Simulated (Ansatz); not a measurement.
Species: tribromo(methyl)germane, CH3Br3Ge, net charge 0, singlet state. 
Coordinates optimised at B3LYP-D3(BJ)/def2-TZVP (Ansatz, a quantum-chemistry and plane-wave program):
```xyz
8

C     -2.4056     0.0387    -0.0322
Ge    -0.4604     0.0074    -0.0062
Br     0.3454    -1.7538    -1.2766
Br     0.3239    -0.2411     2.1591
Br     0.4000     1.9776    -0.8682
H     -2.7479     0.8760     0.5729
H     -2.7376     0.1563    -1.0619
H     -2.7739    -0.8994     0.3786
```
Charge 0, spin multiplicity 1.

Property: atomisation energy (electronic, to ground-state atoms), in kJ/mol. Cores are frozen in the correlated levels unless marked. UHF or UKS for open shells. Spin-orbit coupling is left out. Frozen are the shells of the preceding noble gas and the d and f shells that filled before the atom's block. No relativistic terms. The coupled-cluster limit lacks core correlation, which all-electron functionals hold. Basis-set limits of correlation are two-point, X^-3; Hartree-Fock from the larger set.

```tsv
level	program	atomisation energy (kJ/mol)
PBE/def2-TZVPD	Ansatz	(withheld)
r2SCAN-D4/def2-TZVPD	Ansatz + dftd4	2536.3
B3LYP-D4/def2-TZVPD	Ansatz + dftd4	2476.7
r2SCAN0-D4/def2-TZVPD	Ansatz + dftd4	2500.5
r2SCAN0/def2-TZVPD	Ansatz	2492.0
CAM-B3LYP-D3(BJ)/def2-TZVPD	Ansatz + dftd3	(withheld)
LC-wPBE-D4/def2-TZVPD	Ansatz + dftd4	(withheld)
B2GP-PLYP-D4/def2-TZVPD	Ansatz + dftd4	(withheld)
CCSD/aug-cc-pVDZ	Ansatz	2280.3
CCSD(T)/CBS(aug-cc-pVTZ,aug-cc-pVQZ)	Ansatz	2514.2
```

Task: Some entries are withheld; supply them.

Result: 
- PBE/def2-TZVPD, atomisation energy (kJ/mol): 2521.6
- CAM-B3LYP-D3(BJ)/def2-TZVPD, atomisation energy (kJ/mol): 2474.3
- LC-wPBE-D4/def2-TZVPD, atomisation energy (kJ/mol): 2490.0
- B2GP-PLYP-D4/def2-TZVPD, atomisation energy (kJ/mol): 2463.9
